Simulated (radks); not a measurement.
The nuclear charge of the molybdenum ion Mo2+ is varied continuously with 40 electrons held in [Kr] 4d4. Method: Dirac Kohn-Sham, PBE, spin-unpolarised, spherical densities, point nucleus; open shells fill j = l - 1/2 first; computed with a radial shooting solver on a logarithmic mesh with Libxc functionals. By the Hellmann-Feynman theorem dE/dZ = E(electron-nucleus)/Z, the electronic potential at the nucleus.

| Z | E (hartree) | E(electron-nucleus)/Z (hartree) | HOMO | e(HOMO) (eV) | <r> HOMO (bohr) |
|---|---|---|---|---|---|
| 41 | -3819.88149 | -224.780 | 4d3/2 | -9.331 | 2.053 |
| 41.1 | -3842.39692 | -225.529 | 4d3/2 | -10.340 | 2.010 |
| 41.2 | -3864.98722 | -226.277 | 4d3/2 | -11.384 | 1.970 |
| 41.3 | -3887.65238 | -227.026 | 4d3/2 | -12.463 | 1.932 |
| 41.4 | -3910.39238 | -227.774 | 4d3/2 | -13.574 | 1.897 |
| 41.5 | -3933.20717 | -228.522 | 4d3/2 | -14.718 | 1.863 |
| 41.6 | -3956.09676 | -229.270 | 4d3/2 | -15.892 | 1.831 |
| 41.7 | -3979.06113 | -230.018 | 4d3/2 | -17.097 | 1.801 |
| 41.8 | -4002.10026 | -230.765 | 4d3/2 | -18.332 | 1.773 |
| 41.9 | -4025.21415 | -231.513 | 4d3/2 | -19.596 | 1.746 |
| 42 | -4048.40280 | -232.260 | 4d3/2 | -20.888 | 1.720 |
| 42.1 | -4071.66620 | -233.008 | 4d3/2 | -22.207 | 1.695 |
| 42.2 | -4095.00436 | -233.755 | 4d3/2 | -23.554 | 1.672 |
| 42.3 | -4118.41726 | -234.503 | 4d3/2 | -24.928 | 1.649 |
| 42.4 | -4141.90493 | -235.250 | 4d3/2 | -26.328 | 1.627 |
| 42.5 | -4165.46735 | -235.998 | 4d3/2 | -27.754 | 1.607 |
| 42.6 | -4189.10455 | -236.746 | 4d3/2 | -29.205 | 1.586 |
| 42.7 | -4212.81653 | -237.494 | 4d3/2 | -30.682 | 1.567 |
| 42.8 | -4236.60329 | -238.242 | 4d3/2 | -32.183 | 1.548 |
| 42.9 | -4260.46486 | -238.990 | 4d3/2 | -33.709 | 1.530 |
| 43 | -4284.40124 | -239.738 | 4d3/2 | -35.259 | 1.513 |

The central difference of E at Z = 42 is -232.260 hartree, to compare with the third column; the second derivative is -7.48 hartree.
